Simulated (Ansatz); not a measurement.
`[OH][InH][NH][SiH3]` + `NBF` → `FBN[SiH3]` + `[NH2][InH][OH]`  (ligand exchange at the Si–N bond)

Computed with Ansatz on PBE0-D4/def2-TZVP structures; ΔE is electronic, products minus reactants. CBS: MP2 limit from def2 TZ/QZ plus the TZ coupled-cluster correction, frozen cores. This one scheme is used for every species. Elements past krypton have def2 core potentials. For In outer-core shells are correlated without core-valence functions, which leaves a few kJ/mol of doubt a bond. One conformer a species, not always the lowest.

```tsv
species	CCSD(T)/CBS(def2) energy (Eh)
`[OH][InH][NH][SiH3]`	-612.41722
`NBF`	-181.19761
`FBN[SiH3]`	-471.49367
`[NH2][InH][OH]`	-322.11394
```

Question: Work out ΔE.

Answer: ΔE = (-471.49367) + (-322.11394) − (-612.41722) − (-181.19761) = 0.00722 Eh = +4.5 kcal/mol.

Question: What do rigid-rotor, harmonic-oscillator terms from PBE0-D4/def2-TZVP frequencies (298.15 K, 1 bar) make of the CCSD(T)/CBS value? (Estimate.)

Answer: The calculation gave: ΔZPE = -0.2 kcal/mol, ΔH = +4.3 kcal/mol, ΔS = 2 J/(mol·K), ΔG = +4.1 kcal/mol.

Largest T1 diagnostic among the species: 0.016.

At CCSD(T), def2-SVP lies +1.6 kcal/mol from the extrapolated value and def2-TZVPP +0.3 kcal/mol. Leaving LDA and LC-ωPBE aside and taking each functional with its dispersion term where it has one, the values, not all of them listed here, spread over 0.9 kcal/mol, from revPBE-D4 to BHLYP-D4.
